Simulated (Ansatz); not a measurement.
CH$_{5}$InSe, SMILES `C[Se][InH2]` at its PBE0-D4/def2-TZVP geometry, where that method's forces vanish. The species carries charge 0 and has multiplicity 1. In takes the def2 core potential.

```json
{"atom": "C1", "x (Å)": "-0.410", "y (Å)": "0.681", "z (Å)": "1.286"}
{"atom": "Se2", "x (Å)": "-1.418", "y (Å)": "-0.134", "z (Å)": "-0.189"}
{"atom": "In3", "x (Å)": "0.463", "y (Å)": "-0.874", "z (Å)": "-1.647"}
{"atom": "H4", "x (Å)": "-0.673", "y (Å)": "0.164", "z (Å)": "2.207"}
{"atom": "H5", "x (Å)": "0.662", "y (Å)": "0.600", "z (Å)": "1.113"}
{"atom": "H6", "x (Å)": "-0.693", "y (Å)": "1.729", "z (Å)": "1.357"}
{"atom": "H7", "x (Å)": "2.019", "y (Å)": "-0.502", "z (Å)": "-1.018"}
{"atom": "H8", "x (Å)": "0.050", "y (Å)": "-1.664", "z (Å)": "-3.109"}
```

(1) For each bond, give half the difference of the two atoms' forces along it (eV/Å; positive pushes the atoms apart) under PBE-D4, r2SCAN-D4, B3LYP-D4, ωB97M-V in def2-TZVPP. (Estimate.)

Answers

(1) Ansatz gave: 
| bond | length (Å) | PBE-D4 | r2SCAN-D4 | B3LYP-D4 | ωB97M-V |
| --- | --- | --- | --- | --- | --- |
| C1–Se2 | 1.963 | 0.19 | 0.18 | 0.32 | 0.06 |
| C1–H4 | 1.088 | 0.09 | -0.05 | -0.10 | -0.06 |
| C1–H5 | 1.088 | 0.09 | -0.05 | -0.10 | -0.06 |
| C1–H6 | 1.088 | 0.09 | -0.05 | -0.09 | -0.06 |
| Se2–In3 | 2.492 | 0.15 | 0.03 | 0.18 | -0.07 |
| In3–H7 | 1.719 | 0.05 | -0.03 | -0.01 | -0.05 |
| In3–H8 | 1.712 | 0.03 | -0.04 | -0.02 | -0.04 |

B3LYP here is the variant with VWN-RPA as its local correlation; programs differ in this.
